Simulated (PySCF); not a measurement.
# Where the electron goes

Species: C₄H₁₂GaNSi.
Cartesian coordinates in Å at the PBE0-D3(BJ)/def2-SVP level; atoms count from 1:
```
atom  x, y, z in Å
Si1    3.4897   -0.2622    0.1399
N2     1.9948   -1.1457    0.0898
Ga3    0.2954   -0.4640    0.0133
C4    -1.4829   -1.3349   -0.0542
C5    -2.3819   -0.1227    0.2363
C6    -1.8280    1.1640   -0.4059
C7    -0.3593    1.4017   -0.0225
H8     4.3882   -0.5803   -1.0176
H9     3.1503    1.1921    0.0970
H10    4.2810   -0.5349    1.3841
H11    2.0679   -2.1597    0.1137
H12   -1.6402   -2.1669    0.6478
H13   -1.6653   -1.7316   -1.0688
H14   -3.4201   -0.2904   -0.0979
H15   -2.4367    0.0315    1.3297
H16   -1.9029    1.0629   -1.5043
H17   -2.4694    2.0208   -0.1373
H18    0.1648    2.0803   -0.7111
H19   -0.2764    1.8439    0.9862
```

Method: TDDFT PBE0/def2-SVPD, vertical, gas phase, core orbitals frozen in the response (PySCF 2.14.0, density-fitted response routines). The PBE0/def2-SVPD calculation is non-relativistic and has no spin–orbit coupling, an omission that weighs most on gallium.

Frontier orbitals with the atoms that hold most of them (Löwdin shares over 4%, at most four atoms; ? is withheld):

| orbital | ε (eV) | atoms |
| --- | --- | --- |
| HOMO-3 | -8.92 | C6 20%, C5 20%, H16 12%, H15 12% |
| HOMO-2 | -8.31 | Ga3 14%, N2 14%, C7 13%, C4 12% |
| HOMO-1 | -7.48 | N2 56%, Si1 15%, Ga3 7%, H10 7% |
| HOMO | -6.88 | ? |
| LUMO | -0.29 | Ga3 45%, Si1 13%, H11 8%, N2 7% |
| LUMO+1 | -0.26 | Ga3 48%, N2 13%, C4 11%, C7 11% |
| LUMO+2 | 0.69 | Ga3 18%, Si1 10%, C6 8%, C5 8% |

(1) Which atoms hold the HOMO, and with what shares?

(2) How does S1 compare with the orbital gap of 6.59 eV?

Results:

(1) C4 (bonded to C, Ga and 2 H) 26%; C7 (bonded to C, Ga and 2 H) 26%; Ga3 (bonded to 2 C and N) 19%; C5 (bonded to 2 C and 2 H) 4%. By element: carbon 56% or more, gallium 19%.

(2) S1 is at 5.16 eV (f = 0.0001), 1.43 eV below the gap, made of HOMO→LUMO+1 (98%). Without the coupling terms of the response equations the lowest excitation would equal the gap.

Next come S2 at 5.62 eV (f 0.018), HOMO→LUMO (97%); S3 at 5.91 eV (f 0.019), HOMO-1→LUMO (95%); S4 at 6.25 eV (f 0.104), HOMO-1→LUMO+1 (95%); S5 at 6.55 eV (f 0.0070), HOMO→LUMO+2 (97%).

Löwdin shares depend on the basis, the more so with diffuse functions.

Hardware: an Arm Neoverse V2 with one thread, no GPU (shared host). Cost: 4.1 min wall (with the writing of density and orbital grids), 1.3 GiB resident at most.

One conformer stands for the species.
